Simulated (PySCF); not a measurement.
Job file and geometry (Å, from GFN2-xTB) of an NMR shielding run on `P[Si@@H]1CC[SiH2]P1`, C2H10P2Si2, PySCF 2.14.0, density-fitted response routines, GIAO PBE0/pcSseg-1 NMR shielding, non-relativistic, gas phase; density fitting, a coarse starting grid and PySCF grid level 2 are the driver's defaults:

```
{"job": {"kind": "nmr", "xc": "PBE0", "basis": "pcSseg-1"}, "charge": 0, "multiplicity": 1}
P      2.721226    -0.179913     0.158712
Si     0.860719     0.229457    -1.043329
C     -0.283404     1.343476     0.024122
C     -1.078239     0.487712     1.007170
Si    -1.878925    -1.001855     0.109772
P     -0.337565    -1.645961    -1.388054
H      3.434827     0.880422    -0.370008
H      3.249521    -1.073092    -0.755842
H      1.100540     0.863284    -2.351200
H      0.291946     2.100238     0.560675
H     -0.971457     1.873500    -0.635997
H     -1.829063     1.093741     1.515930
H     -0.399915     0.115954     1.779728
H     -3.058806    -0.580501    -0.651392
H     -2.216215    -2.076134     1.044362
H      0.387214    -2.421386    -0.502722
```

Q: What does the program print?

A: 
```
coarse grid: 14872 points
cycle   1  E = -1343.2166873425  dE =  3.620e-01  |g| = 3.659e-01  |ddm| = 3.659e+00
cycle   2  E = -1343.2008352765  dE =  1.585e-02  |g| = 4.396e-01  |ddm| = 8.056e-01
cycle   3  E = -1343.2522763066  dE = -5.144e-02  |g| = 4.720e-02  |ddm| = 4.741e-01
cycle   4  E = -1343.2528242159  dE = -5.479e-04  |g| = 2.078e-02  |ddm| = 1.030e-01
cycle   5  E = -1343.2529504583  dE = -1.262e-04  |g| = 3.460e-03  |ddm| = 3.863e-02
cycle   6  E = -1343.2529536911  dE = -3.233e-06  |g| = 1.182e-03  |ddm| = 7.312e-03
final grid: 123840 points
cycle   7  E = -1343.2874315443  dE = -2.195e-05  |g| = 6.462e-03  |ddm| = 2.514e-02
cycle   8  E = -1343.2874225808  dE =  8.964e-06  |g| = 8.572e-03  |ddm| = 1.561e-02
cycle   9  E = -1343.2874424553  dE = -1.987e-05  |g| = 5.860e-04  |ddm| = 9.377e-03
cycle  10  E = -1343.2874425512  dE = -9.592e-08  |g| = 1.374e-04  |ddm| = 1.144e-03
cycle  11  E = -1343.2874425566  dE = -5.345e-09  |g| = 3.675e-05  |ddm| = 2.572e-04
cycle  12  E = -1343.2874425569  dE = -3.306e-10  |g| = 1.069e-05  |ddm| = 6.883e-05
converged SCF energy = -1343.2874425569

GIAO shielding tensors (ppm)
atom      isotropic    diamagn.    paramagn.     s11        s22        s33       span
  0 P      615.869     967.358    -351.489    543.121    617.164    687.322    144.201
  1 Si     349.813     880.982    -531.168    274.879    376.005    398.556    123.677
  2 C      171.616     253.129     -81.514    157.074    172.838    184.934     27.860
  3 C      173.764     252.184     -78.420    156.400    177.411    187.480     31.080
  4 Si     375.435     880.037    -504.602    284.998    400.369    440.939    155.940
  5 P      651.798     969.160    -317.362    574.320    673.832    707.242    132.922
  6 H       30.275      29.441       0.835     24.390     26.656     39.780     15.390
  7 H       30.695      29.616       1.079     24.434     28.730     38.921     14.487
  8 H       26.436      30.026      -3.590     23.009     23.480     32.818      9.808
  9 H       30.373      31.641      -1.269     25.267     28.035     37.815     12.548
 10 H       30.905      31.816      -0.911     25.680     28.228     38.807     13.127
 11 H       30.258      29.874       0.384     24.204     27.558     39.012     14.808
 12 H       30.835      31.668      -0.833     25.932     29.035     37.539     11.607
 13 H       27.559      29.155      -1.596     22.910     25.160     34.608     11.698
 14 H       26.927      28.646      -1.719     22.946     24.345     33.491     10.545
 15 H       31.781      31.745       0.036     25.424     28.901     41.019     15.595
```

Size and cost of the density-fitted run: 180 basis functions, 40 s wall time on 1 thread of an Arm Neoverse N1, shared host.
